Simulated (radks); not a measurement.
Q: The mean radii <r> (bohr) of the occupied orbitals of an atom or ion are listed with their occupations. Calculated with a radial shooting solver on a logarithmic mesh with Libxc functionals: scalar-relativistic Kohn-Sham, PBEsol, spin-polarised, spherical densities, finite nucleus; Fermi nuclear charge, rms radius of each element as measured or else 0.836 A^(1/3) + 0.57 fm.

orbital  occ.      <r>
1s down     1  0.02233
1s up       1  0.02233
2s up       1  0.09515
2s down     1  0.09515
2p up       3  0.08391
2p down     3  0.08391
3s up       1   0.2498
3s down     1   0.2496
3p up       3   0.2483
3p down     3   0.2480
3d up       5   0.2262
3d down     5   0.2259
4s up       1   0.5645
4s down     1   0.5645
4p up       3   0.5967
4p down     3   0.5969
4d up       5   0.6474
4d down     5   0.6482
5s up       1    1.331
5s down     1    1.341
5p up       3    1.536
5p down     3    1.550
4f up       5   0.8313
5d up       2    2.221

Name the element and its charge. Open shells, if any, are filled with parallel spins first.

A: Z = 63, europium, charge +2: Eu2+ in [Xe] 4f5 5d2. The 1s radius gives Z: for a bare nucleus <r> = (2 gamma + 1)/(2Z) with gamma = sqrt(1 - (Z/c)^2), 0.02203 bohr for Z = 63, and screening makes it slightly larger (0.02233 here). The occupations add up to 61, and the charge is Z minus that.
